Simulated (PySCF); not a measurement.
vinylidene fluoride (C$_{2}$H$_{2}$F$_{2}$), singlet, at a GFN2-xTB geometry; HF/6-31G, TDA in PySCF.

PySCF was given this input:
```python
from pyscf import gto, scf, tdscf

mol = gto.Mole()
mol.atom = '''
    C     1.367249   -0.185851   -0.074264
    C     0.069072   -0.009389   -0.003752
    F    -0.835182   -0.977630    0.051719
    F    -0.545439    1.165298    0.023271
    H     2.027761    0.657804   -0.115577
    H     1.779898   -1.175380   -0.091241
'''
mol.basis = '6-31g'
mol.charge = 0
mol.spin = 0
mol.verbose = 3
mol.build()

mf = scf.RHF(mol)
mf.kernel()
td = mf.TDA()
td.nstates = 15
td.kernel()
td.analyze()
```

It wrote (shortened):

```
converged SCF energy = -275.648505867335
Excitation energies (eV)
[ 9.42837102  9.77408701 11.00815536 11.85620272 12.1237928  12.4312718
 14.35309445 14.42847016 15.01530733 15.39200669 15.43959216 15.64581602
 15.67266503 16.1231941  16.46761338]

** Singlet excitation energies and oscillator strengths **
Excited State   1:      9.42837 eV    131.50 nm  f=0.6801
Excited State   2:      9.77409 eV    126.85 nm  f=0.0000
Excited State   3:     11.00816 eV    112.63 nm  f=0.0103
Excited State   4:     11.85620 eV    104.57 nm  f=0.0263
Excited State   5:     12.12379 eV    102.27 nm  f=0.0000
Excited State   6:     12.43127 eV     99.74 nm  f=0.0222
Excited State   7:     14.35309 eV     86.38 nm  f=0.0000
Excited State   8:     14.42847 eV     85.93 nm  f=0.0000
Excited State   9:     15.01531 eV     82.57 nm  f=0.0245
Excited State  10:     15.39201 eV     80.55 nm  f=0.3067
Excited State  11:     15.43959 eV     80.30 nm  f=0.0591
Excited State  12:     15.64582 eV     79.24 nm  f=0.5243
Excited State  13:     15.67267 eV     79.11 nm  f=0.0117
Excited State  14:     16.12319 eV     76.90 nm  f=0.0000
Excited State  15:     16.46761 eV     75.29 nm  f=0.4643
```
